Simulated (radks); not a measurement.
Species: Ho3+. Configuration: [Xe] 4f9 5f1 (not the ground configuration). All-electron calculation, scalar-relativistic Kohn-Sham, PBE, spin-unpolarised, spherical densities, finite nucleus; Fermi nuclear charge, rms radius 5.2022 fm. Program: a radial shooting solver on a logarithmic mesh with Libxc functionals.

Normalised radial functions P(r) = r R(r), r in bohr:

r	4d
0.001192	0.0000
0.001911	0.0001
0.003039	0.0002
0.004873	0.0008
0.007749	0.0030
0.01232	0.0102
0.01976	0.0341
0.03143	0.1031
0.04998	0.2718
0.08013	0.5802
0.1274	0.8311
0.2043	0.4572
0.3249	-0.7164
0.5168	-1.4495
0.8285	-0.8932
1.318	-0.2088
2.096	-0.0143
3.36	-0.0001
5.343	0.0000
8.566	0.0000
13.62	0.0000

4d: eigenvalue -206.50 eV, 1 radial node at r = 0.250 bohr, <r> = 0.592 bohr, 90 % of the charge inside 0.888 bohr.
